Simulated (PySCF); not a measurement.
SrF2, SMILES [F][Sr][F].

The structure is a stationary point at B3LYP-D3(BJ)/def2-TZVP. The isomer is the one that the SMILES or the coordinates give; other isomers of the formula were not compared. The def2 effective core potentials stand for the cores of Sr; spin–orbit coupling is left out.

Calculation: HF/def2-TZVPD (PySCF).

Computed frontier levels, gap, dipole moment and polarisability:
```yaml
highest_occupied_level: -13.41 eV
lowest_empty_level: -0.37 eV
orbital_gap: 13.05 eV
dipole_moment: 6.67 D
quadrupole, principal values (traceless, Buckingham form, about the centre of nuclear charge): -27.68, 12.14, 15.54 D·Å
mean_static_polarisability: 20.4 bohr³ (3.03 Å³)
polarisability_principal_values: 17.7, 18.9, 24.8 bohr³
```
